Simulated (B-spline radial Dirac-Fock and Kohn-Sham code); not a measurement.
**Binding energies of Ti**

System: neutral titanium, 1s2 2s2 2p6 3s2 3p6 3d2 4s2; nuclear rms radius 3.5921 fm (A = 48).

Input of the calculation (task.json; shells as n, l, electrons):

```json
{"items": [{
  "Z": 22,
  "q": 0,
  "cfg": [[1, 0, 2], [2, 0, 2], [2, 1, 6], [3, 0, 2], [3, 1, 6], [3, 2, 2], [4, 0, 2]],
  "A": 48,
  "rrms": 3.5921,
  "do": ["binding"],
  "screen": [3, 2]
}]}
```

Launch: `python xray_run.py task.json out`

Method: relaxed Dirac-Fock hole states (ΔSCF) with Breit and QED corrections and a finite nucleus. Computed with a B-spline atomic structure program. The model has no electron correlation. Energies are counted from the vacuum level.

All terms are in eV, carry their sign (relaxation lowers the binding energy) and add up to the binding energy; ⟨r⟩ is the mean radius of the orbital in the initial state.

| subshell | −ε (Koopmans) | relaxation | Breit | QED | binding energy | ⟨r⟩ (bohr) |
| --- | --- | --- | --- | --- | --- | --- |
| 1s | 5020.0 | -37.23 | -4.52 | -2.02 | 4976.3 | 0.070 |
| 2s | 589.6 | -15.00 | -0.26 | -0.19 | 574.1 | 0.322 |
| 2p1/2 | 489.2 | -16.39 | -0.45 | 0.03 | 472.3 | 0.287 |
| 2p3/2 | 483.3 | -16.25 | -0.27 | 0.02 | 466.7 | 0.289 |
| 3s | 79.31 | -4.19 | -0.02 | -0.02 | 75.07 | 1.006 |
| 3p1/2 | 49.60 | -3.97 | -0.04 | 0.01 | 45.59 | 1.085 |
| 3p3/2 | 48.89 | -3.93 | -0.02 | 0.00 | 44.95 | 1.093 |
| 3d | 10.80 | -2.48 | 0.01 | 0.00 | 8.33 | 1.501 |
| 4s | 6.09 | -0.25 | 0.00 | 0.00 | 5.84 | 3.741 |

For the deepest level, K (1s), the Breit terms make up -0.091 % of the binding energy, QED -0.041 % and orbital relaxation -0.748 %.

Spin-orbit splittings: 2p 5.60 eV, 3p 0.64 eV.

Going to the tabulated ground configuration of the next ion removes an electron from N1 (4s), computed at 5.84 eV. NIST lists 6.82812 eV as the ionisation energy of this species (measured), +0.99 eV from the computed value. Where a p, d or f shell is open in either ion the computed value averages over both j values and all terms, while the table refers to the lowest levels; that difference holds spin-orbit splitting (largest in heavy or highly charged ions), term energies where several electrons share open shells, and correlation, and it can reach 10 % or more.
